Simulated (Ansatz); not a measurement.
`[F][Ti]([F])([SH])[Cl]` + H₂Se → `[F][Ti]([F])([Cl])[SeH]` + H₂S  (ligand exchange at a Ti–S bond)

Program: Ansatz. Geometries: PBE0-D4/def2-TZVP. ΔE: electronic, gas phase. CCSD(T)/CBS adds triple-zeta CCSD(T) − MP2 to the extrapolated MP2 energy (def2 sets, frozen cores). This one scheme is used for every species. Functionals use def2-TZVPP. For Se, Ti outer-core shells are correlated without core-valence functions, which leaves a few kJ/mol of doubt a bond. Scalar relativity is left out up to krypton. One conformer a species, not always the lowest.

```csv
species,r2SCANh-D4 energy (Eh)
`[F][Ti]([F])([SH])[Cl]`,-1908.34619
H₂Se,-2402.73299
`[F][Ti]([F])([Cl])[SeH]`,-3911.70914
H₂S,-399.37252
```

(1) Work out ΔE.

(2) What do rigid-rotor, harmonic-oscillator terms from PBE0-D4/def2-TZVP frequencies (298.15 K, 1 bar) make of the CCSD(T)/CBS value? (Best estimate.)

Largest T1 diagnostic among the species: 0.025, so the coupled-cluster value is less sure than usual.

Results:

(1) ΔE = (-3911.70914) + (-399.37252) − (-1908.34619) − (-2402.73299) = -0.00248 Eh = -1.6 kcal/mol. CCSD(T)/CBS gives -2.2 kcal/mol.

(2) Computed: ΔZPE = +0.3 kcal/mol, ΔH = -1.8 kcal/mol, ΔS = 0 J/(mol·K), ΔG = -1.8 kcal/mol.

At CCSD(T), def2-SVP lies +1.1 kcal/mol from the extrapolated value and def2-TZVPP +0.2 kcal/mol. Leaving LDA and LC-ωPBE aside and taking each functional with its dispersion term where it has one, the values, not all of them listed here, spread over 1.8 kcal/mol, from B2PLYP to B97M-V.
